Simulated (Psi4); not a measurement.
CH2Cl, charge -1, singlet, geometry from GFN2-xTB (a gas-phase anion, which may not be bound at this level); WB97X/6-311G** run with Psi4 1.11.

The Psi4 input:
```
memory 2 GB

molecule {
-1 1
C     0.00376299    0.16217920   -1.24958859
Cl   -0.00156201    0.00018286    0.61906895
H     0.88406358   -0.49140260   -1.51109367
H    -0.88008742   -0.48478128   -1.51554685
}

set {
  basis 6-311g**
  scf_type pk
  puream true
  d_convergence 1e-8
  dft_radial_points 99
  dft_spherical_points 590
}

energy('wb97x')
print_variables()
```

It wrote (shortened):

```
   => Loading Basis Set <=

    Name: 6-311G**
    Role: ORBITAL
    Keyword: BASIS

         ---------------------------------------------------------
                                   SCF
               by Justin Turney, Rob Parrish, Andy Simmonett
                          and Daniel G. A. Smith
                              RKS Reference
         ---------------------------------------------------------

  ==> Geometry <==

    Molecular point group: c1
    Full point group: C1

    Geometry (in Angstrom), charge = -1, multiplicity = 1:

       Center              X                  Y                   Z               Mass
    ------------   -----------------  -----------------  -----------------  -----------------
         C            0.003874424100     0.142403103484    -1.323137233978    12.000000000000
         CL          -0.001450575900    -0.019593236516     0.545520306022    34.968852682000
         H            0.884175014100    -0.511178696516    -1.584642313978     1.007825032230
         H           -0.879975985900    -0.504557376516    -1.589095493978     1.007825032230

  Running in c1 symmetry.

  Rotational constants: A =      7.27739  B =      0.45234  C =      0.44260 [cm^-1]
  Rotational constants: A = 218170.71297  B =  13560.88253  C =  13268.85216 [MHz]
  Nuclear repulsion =   42.338473675662627

  Charge       = -1
  Multiplicity = 1
  Electrons    = 26
  Nalpha       = 13
  Nbeta        = 13

  ==> Algorithm <==

  SCF Algorithm Type is PK.
  DIIS enabled.
  MOM disabled.
  Fractional occupation disabled.
  Guess Type is SAD.
  Energy threshold   = 1.00e-06
  Density threshold  = 1.00e-08
  Integral threshold = 1.00e-12

  ==> Primary Basis <==

  Basis Set: 6-311G**
    Blend: 6-311G**
    Number of shells: 28
    Number of basis functions: 56
    Number of Cartesian functions: 58
    Spherical Harmonics?: true
    Max angular momentum: 2

  ==> DFT Potential <==

   => LibXC <=

    Version 7.1.2
    S. Lehtola, C. Steigemann, M. J. T. Oliveira, and M. A. L. Marques,  SoftwareX 7, 1–5 (2018) (10.1016/j.softx.2017.11.002)

   => Composite Functional: WB97X <=

    wB97X Hyb-GGA Exchange-Correlation Functional

    J.-D. Chai and M. Head-Gordon,  J. Chem. Phys. 128, 084106 (2008) (10.1063/1.2834918)

    Deriv               =              1
    GGA                 =           TRUE
    Meta                =          FALSE

    Exchange Hybrid     =           TRUE
    MP2 Hybrid          =          FALSE

   => Exchange-Correlation Functionals <=

    1.0000   wB97X range-separated functional

   => Exact (HF) Exchange <=

    0.8423            HF,LR [omega = 0.3000]
    0.1577               HF

   => LibXC Density Thresholds  <==

    XC_HYB_GGA_XC_WB97X:  1.00E-14

   => Molecular Quadrature <=

    Radial Scheme          =       TREUTLER
    Pruning Scheme         =           NONE
    Nuclear Scheme         =       TREUTLER

    Blocking Scheme        =         OCTREE
    BS radius alpha        =              1
    Pruning alpha          =              1
    Radial Points          =             99
    Spherical Points       =            590
    Total Points           =         222031
    Total Blocks           =           1664
    Max Points             =            256
    Max Functions          =             56
    Weights Tolerance      =       1.00E-15

  ==> Integral Setup <==

  Using in-core PK algorithm.
   Calculation information:
      Number of atoms:                   4
      Number of AO shells:              28
      Number of primitives:             53
      Number of atomic orbitals:        58
      Number of basis functions:        56

      Integral cutoff                 1.00e-12
      Number of threads:                 1

  Performing in-core PK
  Using 3823218 doubles for integral storage.
  We computed 80326 shell quartets total.
  Whereas there are 82621 unique shell quartets.

  Computing range-separated integrals for PK
  We computed 80326 wK shell quartets total.
  Whereas there are 82621 wK unique shell quartets.

  ==> DiskJK: Disk-Based J/K Matrices <==

    J tasked:                  Yes
    K tasked:                  Yes
    wK tasked:                 Yes
    Omega:               3.000E-01
    Schwarz Cutoff:          1E-12

  Minimum eigenvalue in the overlap matrix is 1.2527820436E-02.
  Reciprocal condition number of the overlap matrix is 2.5414447098E-03.
    Using symmetric orthogonalization.

  ==> Pre-Iterations <==

  SCF Guess: Superposition of Atomic Densities via on-the-fly atomic UHF (no occupation information).

   -------------------------
    Irrep   Nso     Nmo
   -------------------------
     A         56      56
   -------------------------
    Total      56      56
   -------------------------

  ==> Iterations <==

                        Total Energy        Delta E     RMS |[F,P]|

   @RKS iter SAD:  -498.86926176218060   -4.98869e+02   0.00000e+00
   @RKS iter   1:  -499.31238267239524   -4.43121e-01   9.01537e-03 ADIIS/DIIS
   @RKS iter   2:  -499.38647268435210   -7.40900e-02   6.55484e-03 ADIIS/DIIS
   @RKS iter   3:  -499.45678390757507   -7.03112e-02   7.00008e-04 ADIIS/DIIS
   @RKS iter   4:  -499.45760383341303   -8.19926e-04   2.24202e-04 ADIIS/DIIS
   @RKS iter   5:  -499.45775114547723   -1.47312e-04   6.16264e-05 DIIS
   @RKS iter   6:  -499.45777219293711   -2.10475e-05   2.65010e-05 DIIS
   @RKS iter   7:  -499.45777769571549   -5.50278e-06   1.01101e-05 DIIS
   @RKS iter   8:  -499.45777932333505   -1.62762e-06   2.11079e-06 DIIS
   @RKS iter   9:  -499.45777938089918   -5.75641e-08   4.10709e-07 DIIS
   @RKS iter  10:  -499.45777938236205   -1.46287e-09   9.41311e-08 DIIS
   @RKS iter  11:  -499.45777938240485   -4.28031e-11   2.41926e-08 DIIS
   @RKS iter  12:  -499.45777938240872   -3.86535e-12   7.18350e-09 DIIS
  Energy and wave function converged.

  ==> Post-Iterations <==

   Electrons on quadrature grid:
      Ntotal   =   26.0000000486 ; deviation = 4.856e-08

    Orbital Energies [Eh]
    ---------------------

    Doubly Occupied:

[...]
      13A     -0.040473

    Virtual:

[...]
      56A    215.636476

    Final Occupation by Irrep:
              A
    DOCC [    13 ]
    NA   [    13 ]
    NB   [    13 ]

  @RKS Final Energy:  -499.45777938240872

   => Energetics <=

    Nuclear Repulsion Energy =             42.3384736756626268
    One-Electron Energy =                -778.3219013784887466
    Two-Electron Energy =                 262.3424910916469912
    DFT Exchange-Correlation Energy =     -25.8168427712295738
    Empirical Dispersion Energy =           0.0000000000000000
    VV10 Nonlocal Energy =                  0.0000000000000000
    Total Energy =                       -499.4577793824087166

Computation Completed

Properties will be evaluated at   0.000000,   0.000000,   0.000000 [a0]

Properties computed using the SCF density matrix

 Multipole Moments:

 ------------------------------------------------------------------------------------
     Multipole            Electronic (a.u.)      Nuclear  (a.u.)        Total (a.u.)
 ------------------------------------------------------------------------------------

 L = 1.  Multiply by 2.5417464519 to convert [e a0] to [Debye]
 Dipole X            :         -0.0101489            0.0052644           -0.0048845
 Dipole Y            :          0.2907515           -0.9342853           -0.6435337
 Dipole Z            :          4.4528462           -3.4746697            0.9781766
 Magnitude           :                                                    1.1708924

 ------------------------------------------------------------------------------------

  Variable Map:
  ----------------------------------------------------------------------------
[...]
  Array Variable Map:
  ----------------------------------------------------------------------------
[...]
[...]
```
